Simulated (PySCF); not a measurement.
Job file and geometry (Å, from GFN2-xTB) of a spin–spin coupling run on C2H11BN2, B3LYP/pcJ-1 indirect spin-spin coupling, non-relativistic, gas phase in PySCF; density fitting, a coarse starting grid and PySCF grid level 2 are the driver's defaults:

```
{"job": {"kind": "j", "xc": "B3LYP", "basis": "pcJ-1"}, "charge": 0, "multiplicity": 1}
C      1.842230    -0.204635     0.517649
N      1.797240     0.893485    -0.421513
B      1.059942     0.985336    -1.578828
N     -1.494798    -0.733135     1.668630
C     -2.225982    -0.578282     0.419994
H      2.823481    -0.689846     0.504265
H      1.081814    -0.937036     0.258961
H      1.650149     0.146110     1.534859
H      2.420286     1.642311    -0.151735
H      1.150352     1.957158    -2.228633
H      0.359453     0.097350    -1.887600
H     -1.146516     0.169275     1.978377
H     -2.111412    -1.088090     2.392757
H     -3.093183     0.095871     0.484184
H     -2.576760    -1.559740     0.098497
H     -1.543896    -0.187187    -0.333791
```

Question: Write the output of this run.

Answer: 
```
coarse grid: 12208 points
cycle   1  E = -217.1338822977  dE =  5.495e-02  |g| = 5.066e-01  |ddm| = 2.742e+00
cycle   2  E = -217.1086677232  dE =  2.521e-02  |g| = 6.289e-01  |ddm| = 8.791e-01
cycle   3  E = -217.1952857050  dE = -8.662e-02  |g| = 8.813e-02  |ddm| = 4.875e-01
cycle   4  E = -217.1966945963  dE = -1.409e-03  |g| = 3.884e-02  |ddm| = 7.749e-02
cycle   5  E = -217.1970070633  dE = -3.125e-04  |g| = 1.129e-02  |ddm| = 2.583e-02
cycle   6  E = -217.1970307675  dE = -2.370e-05  |g| = 2.936e-03  |ddm| = 8.129e-03
cycle   7  E = -217.1970325299  dE = -1.762e-06  |g| = 5.744e-04  |ddm| = 2.113e-03
final grid: 114704 points
cycle   8  E = -217.2310597808  dE = -8.521e-05  |g| = 7.439e-03  |ddm| = 1.626e-02
cycle   9  E = -217.2310482746  dE =  1.151e-05  |g| = 1.037e-02  |ddm| = 1.129e-02
cycle  10  E = -217.2310723628  dE = -2.409e-05  |g| = 1.282e-03  |ddm| = 6.687e-03
cycle  11  E = -217.2310726627  dE = -2.999e-07  |g| = 5.202e-04  |ddm| = 9.616e-04
cycle  12  E = -217.2310727167  dE = -5.400e-08  |g| = 8.094e-05  |ddm| = 2.977e-04
cycle  13  E = -217.2310727182  dE = -1.491e-09  |g| = 1.964e-05  |ddm| = 7.096e-05
cycle  14  E = -217.2310727182  dE = -6.634e-11  |g| = 6.879e-06  |ddm| = 1.547e-05
converged SCF energy = -217.2310727182

Indirect spin-spin couplings (Hz)
  i      j    bonds     total        FC       PSO       DSO        SD
  0 C    1 N    1    -10.534    -9.613    -0.101    -0.070    -0.750
  0 C    2 B    2      1.379     1.669    -0.171    -0.124     0.004
  0 C    3 N    3     -1.685    -1.719     0.043    -0.015     0.005
  0 C    5 H    1    138.102   136.680     0.783     0.638         -
  0 C    6 H    1    145.931   144.773     0.473     0.685         -
  0 C    7 H    1    139.647   138.240     0.745     0.662         -
  0 C    8 H    2      1.027     1.003     0.537    -0.514         -
  0 C    9 H    3     11.158    11.234     0.388    -0.465         -
  0 C   10 H    3      8.456     8.543    -0.022    -0.065         -
  0 C   12 H    4      0.336     0.355     0.171    -0.190         -
  1 N    2 B    1    -30.528   -33.451     3.601    -0.070    -0.608
  1 N    3 N    2     -0.004    -0.004     0.000     0.001    -0.002
  1 N    4 C    3     -0.015    -0.017     0.003    -0.001    -0.000
  1 N    5 H    2      1.046     1.167    -0.235     0.112     0.002
  1 N    6 H    2     -0.251    -0.147    -0.170     0.089    -0.023
  1 N    7 H    2      0.912     1.036    -0.226     0.107    -0.005
  1 N    8 H    1    -81.485   -78.213    -2.618    -0.312    -0.342
  1 N    9 H    2     -2.990    -3.581     0.512     0.101    -0.023
  1 N   10 H    2     -1.915    -2.571     0.577     0.092    -0.013
  1 N   11 H    3      0.006     0.003     0.045    -0.054     0.012
  1 N   12 H    3      0.014     0.005    -0.082     0.088     0.003
  2 B    3 N    1      0.009     0.006    -0.001     0.001     0.003
  2 B    4 C    2      0.556     0.556    -0.022     0.021     0.001
  2 B    5 H    3      2.556     2.706     0.447    -0.581    -0.015
  2 B    6 H    3      4.973     5.322    -0.243    -0.051    -0.056
  2 B    7 H    3      4.184     4.314     0.534    -0.644    -0.019
  2 B    8 H    2      0.396     1.850    -0.287    -1.024    -0.142
  2 B    9 H    1    131.907   131.926    -0.984     0.620     0.345
  2 B   10 H    1    132.420   132.462    -1.064     0.678     0.344
  2 B   11 H    2      0.006    -0.001    -0.057     0.058     0.006
  2 B   12 H    2      0.062     0.086     0.256    -0.277    -0.003
  2 B   13 H    3      0.043     0.042     0.060    -0.052    -0.006
  2 B   14 H    3     -0.046    -0.043     0.067    -0.075     0.004
  2 B   15 H    3      0.099     0.060    -0.384     0.458    -0.035
  3 N    4 C    1     -4.101    -2.982    -0.276    -0.052    -0.791
  3 N    5 H    4     -0.417    -0.427    -0.035     0.047    -0.002
  3 N    6 H    4     -0.189    -0.208     0.151    -0.141     0.011
  3 N    7 H    4     -0.265    -0.287     0.098    -0.088     0.013
  3 N    8 H    3     -0.033    -0.044    -0.054     0.060     0.004
  3 N    9 H    2      0.008     0.003    -0.042     0.042     0.005
  3 N   10 H    2      0.045     0.039     0.016    -0.018     0.008
  3 N   11 H    1    -65.348   -61.949    -2.942    -0.227    -0.231
  3 N   12 H    1    -65.591   -62.217    -2.940    -0.215    -0.219
  3 N   13 H    2      0.164     0.217    -0.267     0.184     0.030
  3 N   14 H    2     -2.846    -2.704    -0.270     0.127     0.002
  3 N   15 H    2     -2.618    -2.479    -0.256     0.115     0.004
  4 C    9 H    3      0.080     0.093     0.044    -0.057         -
  4 C   10 H    3      1.438     1.454    -0.179     0.162         -
  4 C   11 H    2     -2.733    -2.805     0.569    -0.497         -
  4 C   12 H    2     -2.723    -2.782     0.583    -0.524         -
  4 C   13 H    1    132.647   131.163     0.878     0.606         -
  4 C   14 H    1    139.824   138.433     0.787     0.604         -
  4 C   15 H    1    141.766   140.453     0.677     0.636         -
  5 H    6 H    2    -13.591   -13.618     2.690    -2.663         -
  5 H    7 H    2    -12.619   -12.687     2.729    -2.660         -
  5 H    8 H    3      1.935     2.112     1.036    -1.213         -
  5 H    9 H    4     -1.523    -1.399     1.365    -1.489         -
  5 H   10 H    4     -1.363    -1.218     0.916    -1.061         -
  6 H    7 H    2    -14.352   -14.389     2.544    -2.507         -
  6 H    8 H    3     14.869    14.953     3.710    -3.794         -
  6 H    9 H    4     -0.513    -0.358     1.240    -1.394         -
  6 H   10 H    4     -0.374    -0.395    -1.337     1.358         -
  7 H    8 H    3      3.752     3.889     0.635    -0.772         -
  7 H    9 H    4     -0.883    -0.770     1.387    -1.500         -
  7 H   10 H    4     -0.955    -0.813     1.159    -1.301         -
  7 H   11 H    5      0.182     0.004    -1.695     1.873         -
  8 H    9 H    3      7.754     8.143     0.196    -0.585         -
  8 H   10 H    3     12.996    13.393     2.882    -3.279         -
  9 H   10 H    2      7.997     8.025     2.092    -2.119         -
  9 H   11 H    3     -0.024     0.000     0.154    -0.179         -
  9 H   12 H    3     -0.066    -0.002     0.785    -0.849         -
 10 H   11 H    3     -0.023     0.011    -0.111     0.077         -
 10 H   12 H    3     -0.009     0.047     0.789    -0.845         -
 10 H   15 H    4     -0.195    -0.454    -2.187     2.446         -
 11 H   12 H    2     -8.861    -9.552     5.280    -4.589         -
 11 H   13 H    3      2.436     2.675     0.876    -1.114         -
 11 H   14 H    3     17.805    17.948     3.704    -3.847         -
 11 H   15 H    3      3.104     3.248     0.643    -0.788         -
 12 H   13 H    3      2.647     2.887     0.913    -1.153         -
 12 H   14 H    3      2.808     2.975     0.875    -1.042         -
 12 H   15 H    3     17.747    17.884     3.696    -3.833         -
 13 H   14 H    2    -10.366   -10.379     2.784    -2.771         -
 13 H   15 H    2    -10.976   -10.998     2.683    -2.661         -
 14 H   15 H    2    -14.615   -14.619     2.722    -2.718         -
```

Size and cost of the density-fitted run: 245 basis functions, 61 s wall time on 1 thread of an x86-64 server CPU, shared host.
